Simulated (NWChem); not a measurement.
System: C$_{2}$H$_{9}$PSi; SMILES C[SiH](P)C

The following NWChem deck was run.

```
start job
memory heap 200 mb stack 900 mb global 1100 mb
geometry units angstroms noautosym nocenter noautoz
  Si    -0.011763     0.436359     0.397818
  C      1.500786     1.350274    -0.282314
  C     -1.616493     1.188982    -0.266403
  P     -0.019791    -1.804337    -0.056478
  H     -0.007166     0.532992     1.887692
  H      1.538545     1.295610    -1.376512
  H      2.431641     0.923734     0.107608
  H      1.472698     2.410088     0.000672
  H     -2.493958     0.669200     0.133646
  H     -1.661964     1.133754    -1.360407
  H     -1.693615     2.245424     0.017541
  H      0.295457    -1.667462    -1.441888
  H      1.337755    -2.024932     0.321784
end
basis spherical
  * library def2-svp
end
dft
  xc m06-2x
  iterations 150
end
cosmo
  do_cosmo_smd true
  solvent dmso
end
task dft energy
```

NWChem printed, in part:

```
             Northwest Computational Chemistry Package (NWChem) 7.3.0
             --------------------------------------------------------

                             Geometry "geometry" -> ""
                             -------------------------

 Output coordinates in angstroms (scale by  1.889725989 to convert to a.u.)

  No.       Tag          Charge          X              Y              Z
 ---- ---------------- ---------- -------------- -------------- --------------
    1 Si                  14.0000    -0.01176300     0.43635900     0.39781800
    2 C                    6.0000     1.50078600     1.35027400    -0.28231400
    3 C                    6.0000    -1.61649300     1.18898200    -0.26640300
    4 P                   15.0000    -0.01979100    -1.80433700    -0.05647800
    5 H                    1.0000    -0.00716600     0.53299200     1.88769200
    6 H                    1.0000     1.53854500     1.29561000    -1.37651200
    7 H                    1.0000     2.43164100     0.92373400     0.10760800
    8 H                    1.0000     1.47269800     2.41008800     0.00067200
    9 H                    1.0000    -2.49395800     0.66920000     0.13364600
   10 H                    1.0000    -1.66196400     1.13375400    -1.36040700
   11 H                    1.0000    -1.69361500     2.24542400     0.01754100
   12 H                    1.0000     0.29545700    -1.66746200    -1.44188800
   13 H                    1.0000     1.33775500    -2.02493200     0.32178400

 Effective nuclear repulsion energy (a.u.)     217.9098833604

                                 NWChem DFT Module
                                 -----------------

 Summary of "ao basis" -> "ao basis" (spherical)
 ------------------------------------------------------------------------------
       Tag                 Description            Shells   Functions and Types
 ---------------- ------------------------------  ------  ---------------------
 Si                         def2-svp                 8       18   4s3p1d
 C                          def2-svp                 6       14   3s2p1d
 P                          def2-svp                 8       18   4s3p1d
 H                          def2-svp                 3        5   2s1p

 in cosmo_initialize ...
 calling solv_data for solv:dmso

 solvent parameters
 solvname_short: dmso
 solvname_long:  dimethylsulfoxide
 dielec:       46.8260
 dielecinf:     2.0079
 nonaqueous SMD model solvent descriptors
 dielec:       46.8260
 sola:          0.0000
 solb:          0.8800
 solc:          0.0000
 solg:         61.7800
 solh:          0.0000
 soln:          1.4170

          ---------------
          -cosmo- solvent
          ---------------
 Cosmo: York-Karplus, doi: 10.1021/jp992097l
 dielectric constant -eps-     =  46.83
 screen = (eps-1)/(eps    )    =   0.97864
 surface charge correction     = lagrangian

   van der Waals surface
 --------------------------

 ---------- ATOMIC COORDINATES (A.U.) ------------ VDWR(ANG.) --
     1   -0.02222885    0.82459894    0.75176701     2.470
     2    2.83607431    2.55164787   -0.53349610     1.850
     3   -3.05472883    2.24685019   -0.50342867     1.850
     4   -0.03739957   -3.40970252   -0.10672794     2.120
     5   -0.01354178    1.00720883    3.56722063     1.200
     6    2.90742847    2.44834789   -2.60123050     1.200
     7    4.59513519    1.74560415    0.20334963     1.200
     8    2.78299568    4.55440593    0.00126990     1.200
     9   -4.71289725    1.26460463    0.25255432     1.200
    10   -3.14065656    2.14248440   -2.57079646     1.200
    11   -3.20046828    4.24323609    0.03314768     1.200
    12    0.55833277   -3.15104628   -2.72477323     1.200
    13    2.52799039   -3.82656663    0.60808359     1.200
 number of segments per atom =        128
 number of   points per atom =        128
 atom (   nspa,  nppa )
 ----------------------
    1 (     60,     0 )       0
    2 (     42,     0 )       0
    3 (     46,     0 )       0
    4 (     74,     0 )       0
    5 (     34,     0 )       0
    6 (     52,     0 )       0
    7 (     54,     0 )       0
    8 (     49,     0 )       0
    9 (     53,     0 )       0
   10 (     53,     0 )       0
   11 (     50,     0 )       0
   12 (     50,     0 )       0
   13 (     52,     0 )       0
 number of -cosmo- surface points =      669
 molecular surface =    131.547 angstrom**2
 molecular volume  =    119.225 angstrom**3
 -lineq- algorithm             =   0
 -bem- low  level              =   3
 -bem- from -octahedral-
 gaussian surface charge width =   4.50000
 degree of switching           =   1.00000
 switching function tolerance  =   0.00010
 atomic radii =
 --------------
    1 14.000  2.470
    2  6.000  1.850
    3  6.000  1.850
    4 15.000  2.120
    5  1.000  1.200
    6  1.000  1.200
    7  1.000  1.200
    8  1.000  1.200
    9  1.000  1.200
   10  1.000  1.200
   11  1.000  1.200
   12  1.000  1.200
   13  1.000  1.200
 ...... end of -cosmo- initialization ......

 nat:                    13
 ixmem:                  9153
 calling mnsol_interface()
 G(SMD-CDS) energy (kcal/mol)  =     2.632
 SMD-CDS SASA (angstrom**2)    =   171.611

            General Information
            -------------------
          SCF calculation type: DFT
          Wavefunction type:  closed shell.
          No. of atoms     :    13
          No. of electrons :    50
           Alpha electrons :    25
            Beta electrons :    25
          Charge           :     0
          Spin multiplicity:     1
          Use of symmetry is: off; symmetry adaption is: off
          Maximum number of iterations: 150
          AO basis - number of functions:   109
                     number of shells:    55
          Convergence on energy requested:  1.00D-06
          Convergence on density requested:  1.00D-05
          Convergence on gradient requested:  5.00D-04

              XC Information
              --------------
                       M06-2X Method XC Functional
                     Hartree-Fock (Exact) Exchange  0.540
                        M06-2X Exchange Functional  1.000
                      M06-2X Correlation Potential  1.000

             Grid Information
             ----------------
          Grid used for XC integration:  medium
          Radial quadrature: Mura-Knowles
          Angular quadrature: Lebedev.
          Tag              B.-S. Rad. Rad. Pts. Rad. Cut. Ang. Pts.
          ---              ---------- --------- --------- ---------
          Si                  1.10       88           9.0       590
          C                   0.70       49          11.0       434
          P                   1.00       88          11.0       590
          H                   0.35       45          12.0       434
          Grid pruning is: on
          Number of quadrature shells:   679
          Spatial weights used:  Erf1

      Superposition of Atomic Density Guess
      -------------------------------------

 Sum of atomic energies:        -709.01933679

      Non-variational initial energy
      ------------------------------

 Total energy =    -711.080233
 1-e energy   =   -1410.239152
 2-e energy   =     481.249036
 HOMO         =      -0.283000
 LUMO         =       0.074758

   convergence    iter        energy       DeltaE   RMS-Dens  Diis-err
 ---------------- ----- ----------------- --------- --------- ---------
     COSMO gas phase
 d= 0,ls=0.0,diis     1   -712.1133602183 -9.30D+02  4.53D-03  2.12D-01
 d= 0,ls=0.0,diis     2   -712.1408329547 -2.75D-02  1.80D-03  3.20D-02
 d= 0,ls=0.0,diis     3   -712.1440307775 -3.20D-03  5.71D-04  7.59D-03
 d= 0,ls=0.0,diis     4   -712.1450497876 -1.02D-03  1.31D-04  1.03D-04
 d= 0,ls=0.0,diis     5   -712.1450688651 -1.91D-05  5.29D-05  1.36D-05
  Resetting Diis
 d= 0,ls=0.0,diis     6   -712.1450713305 -2.47D-06  1.07D-05  7.66D-07
 d= 0,ls=0.0,diis     7   -712.1450714752 -1.45D-07  3.45D-06  2.94D-08

   convergence    iter        energy       DeltaE   RMS-Dens  Diis-err
 ---------------- ----- ----------------- --------- --------- ---------
     COSMO solvation phase
 d= 0,ls=0.0,diis     1   -712.1441992203  8.72D-04  1.07D-03  1.35D-03
 d= 0,ls=0.0,diis     2   -712.1447513893 -5.52D-04  3.07D-04  2.27D-04
 d= 0,ls=0.0,diis     3   -712.1448031598 -5.18D-05  1.21D-04  2.67D-05
 d= 0,ls=0.0,diis     4   -712.1448119396 -8.78D-06  2.68D-05  2.40D-06
 d= 0,ls=0.0,diis     5   -712.1448124375 -4.98D-07  6.47D-06  1.99D-07

         Total DFT energy =     -712.144812437497
      One electron energy =    -1414.641643487320
           Coulomb energy =      542.851054424021
    Exchange-Corr. energy =      -58.259741377760
 Nuclear repulsion energy =      217.909883360416

             COSMO energy =       -0.004365356854

 Numeric. integr. density =       49.999985712735

                                COSMO-SMD solvation results
                                ---------------------------

             internal energy in gas <Psi(g)|H|Psi(g)> =      -712.145071475178
         internal energy in solvent <Psi(s)|H|Psi(s)> =      -712.144261271895
                               delta internal energy  =         0.000810203283 (    0.51 kcal/mol)
   total free energy in solvent <Psi(s)|H+V/2|Psi(s)> =      -712.149007116191
 polarization energy contribution <Psi(s)|V/2|Psi(s)> =        -0.004745844296 (   -2.98 kcal/mol)
    total free energy in solvent including G(SMD-CDS) =      -712.144812437497
                       G(SMD-CDS) energy contribution =         0.004194678695 (    2.63 kcal/mol)
     1 M fixed-concentration free energy of solvation =         0.000259037682 (    0.16 kcal/mol)

                       DFT Final Molecular Orbital Analysis
                       ------------------------------------

 Vector   23  Occ=2.000000D+00  E=-3.735292D-01
              MO Center= -3.9D-01,  4.5D-01,  4.6D-01, r^2= 3.7D+00
   Bfn.  Coefficient  Atom+Function         Bfn.  Coefficient  Atom+Function
  ----- ------------  ---------------      ----- ------------  ---------------
    65      0.304776   5 H  s                36     -0.244941   3 C  px
    10      0.216667   1 Si pz               66      0.190796   5 H  s
    38     -0.157183   3 C  pz               39     -0.153831   3 C  px
    13      0.147613   1 Si pz              100      0.144960  12 H  s
     8      0.137845   1 Si px               90      0.132127  10 H  s

 Vector   24  Occ=2.000000D+00  E=-3.560186D-01
              MO Center= -1.8D-01, -1.1D-02,  6.3D-02, r^2= 4.2D+00
   Bfn.  Coefficient  Atom+Function         Bfn.  Coefficient  Atom+Function
  ----- ------------  ---------------      ----- ------------  ---------------
    36      0.241534   3 C  px                8     -0.191048   1 Si px
    22      0.178210   2 C  px               50     -0.168369   4 P  s
    58     -0.157830   4 P  py               57      0.155017   4 P  px
   105      0.151091  13 H  s                54      0.149463   4 P  px
    37     -0.146750   3 C  py               55     -0.144326   4 P  py

 Vector   25  Occ=2.000000D+00  E=-3.040805D-01
              MO Center= -4.7D-03, -1.4D+00, -6.5D-04, r^2= 3.3D+00
   Bfn.  Coefficient  Atom+Function         Bfn.  Coefficient  Atom+Function
  ----- ------------  ---------------      ----- ------------  ---------------
    58      0.396532   4 P  py               55      0.295970   4 P  py
    50     -0.274991   4 P  s                57      0.274325   4 P  px
    49     -0.207667   4 P  s                54      0.188553   4 P  px
     9     -0.180456   1 Si py               52     -0.165971   4 P  py
    48     -0.141715   4 P  s                12     -0.139659   1 Si py

 Vector   26  Occ=0.000000D+00  E= 6.488936D-02
              MO Center= -9.1D-03, -6.7D-01,  1.1D-01, r^2= 6.0D+00
   Bfn.  Coefficient  Atom+Function         Bfn.  Coefficient  Atom+Function
  ----- ------------  ---------------      ----- ------------  ---------------
    35      1.320032   3 C  s               106     -0.857711  13 H  s
    12     -0.600497   1 Si py               57      0.559408   4 P  px
    21      0.492233   2 C  s                96     -0.467202  11 H  s
    58     -0.431737   4 P  py               13      0.392196   1 Si pz
    11      0.387577   1 Si px               59      0.376337   4 P  pz

 Vector   27  Occ=0.000000D+00  E= 7.777148D-02
              MO Center=  2.2D-03, -1.1D+00, -3.5D-01, r^2= 4.7D+00
   Bfn.  Coefficient  Atom+Function         Bfn.  Coefficient  Atom+Function
  ----- ------------  ---------------      ----- ------------  ---------------
   101      1.045485  12 H  s                59      0.860786   4 P  pz
    35     -0.638247   3 C  s                50     -0.489116   4 P  s
    11     -0.485590   1 Si px                3     -0.432577   1 Si s
    13      0.368885   1 Si pz               58      0.352758   4 P  py
    91      0.343986  10 H  s                12      0.270155   1 Si py

 Vector   28  Occ=0.000000D+00  E= 8.879399D-02
              MO Center=  7.0D-01, -3.2D-02, -4.0D-01, r^2= 6.4D+00
   Bfn.  Coefficient  Atom+Function         Bfn.  Coefficient  Atom+Function
  ----- ------------  ---------------      ----- ------------  ---------------
    21      1.657804   2 C  s                50      1.154898   4 P  s
     4     -0.971014   1 Si s               101     -0.727091  12 H  s
    58      0.662641   4 P  py               12      0.613735   1 Si py
    81     -0.608512   8 H  s                13      0.535184   1 Si pz
    71     -0.532763   6 H  s                11     -0.524704   1 Si px

     Multipole analysis of the density
     ---------------------------------

     L   x y z        total         alpha         beta         nuclear
     -   - - -        -----         -----         ----         -------
     0   0 0 0      0.000000    -25.000000    -25.000000     50.000000

     1   1 0 0      0.339790      0.109798      0.109798      0.120194
     1   0 1 0      0.717154      0.549520      0.549520     -0.381885
     1   0 0 1     -0.384924      0.071990      0.071990     -0.528904

     2   2 0 0    -31.195164   -110.902712   -110.902712    190.610261
     2   1 1 0     -1.752440      2.126755      2.126755     -6.005950
     2   1 0 1      0.313236      0.109101      0.109101      0.095034
     2   0 2 0    -33.976987   -183.403923   -183.403923    332.830858
     2   0 1 1      0.356474      1.188769      1.188769     -2.021064
     2   0 0 2    -31.815908    -38.564060    -38.564060     45.312212
```

Level: M06-2X/def2-SVP, SMD on the gas-phase geometry. Geometry: optimised at B3LYP/6-31G* (spherical d). Solvent: dimethyl sulfoxide.
